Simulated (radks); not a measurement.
Values are calculated unless marked as measured or tabulated.
Removal energies from the chlorine ion Cl7+, [Ne], by Delta-SCF beside the eigenvalue of the level emptied. Level of theory: Dirac Kohn-Sham, BLYP, spin-unpolarised, spherical densities, finite nucleus; Fermi nuclear charge, rms radius of each element as measured or else 0.836 A^(1/3) + 0.57 fm (a radial shooting solver on a logarithmic mesh with Libxc functionals). Sub-shells are occupied by j as written (lower j first in brackets).

removed from          final configuration  Delta-SCF (eV)  -eigenvalue (eV)
2p3/2         [He] 2s2 2p(1/2: 2, 3/2: 3)          349.64            322.80
2p1/2         [He] 2s2 2p(1/2: 1, 3/2: 4)          351.52            324.56
2s1/2                        [He] 2s1 2p6          407.97            383.40
1s1/2                         1s1 2s2 2p6          2997.9            2891.7
